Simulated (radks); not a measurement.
Neutral bismuth, 83 electrons, occupied as [Xe] 4f14 5d10 6s1 6p4 (not the ground configuration). All-electron calculation, Dirac Kohn-Sham, LDA (Slater exchange, Perdew-Wang correlation), spin-unpolarised, spherical densities, point nucleus; open shells fill j = l - 1/2 first. Program: a radial shooting solver on a logarithmic mesh with Libxc functionals.

Unscreened Slater integrals over Kohn-Sham orbitals (eV). Large and small components are both included.

integral,value
"F0(6p3/2,6p3/2)",7.9257
"F2(6p3/2,6p3/2)",4.1872
"F0(6p3/2,6p1/2)",8.4689
"G2(6p3/2,6p1/2)",4.3190
"F0(6p3/2,6s1/2)",9.1487
"G1(6p3/2,6s1/2)",5.0696
"F0(6p3/2,5d5/2)",10.013
"F2(6p3/2,5d5/2)",2.8292
"G1(6p3/2,5d5/2)",1.0143
"G3(6p3/2,5d5/2)",0.86068
"F0(6p1/2,6p1/2)",9.1690
"F0(6p1/2,6s1/2)",10.090
"G1(6p1/2,6s1/2)",6.5532
"F0(6p1/2,5d5/2)",11.372
"G3(6p1/2,5d5/2)",1.4053
"F0(6s1/2,6s1/2)",11.410
"F0(6s1/2,5d5/2)",13.560
"G2(6s1/2,5d5/2)",2.8846
"F0(5d5/2,5d5/2)",19.636
"F2(5d5/2,5d5/2)",10.248
"F4(5d5/2,5d5/2)",6.8452
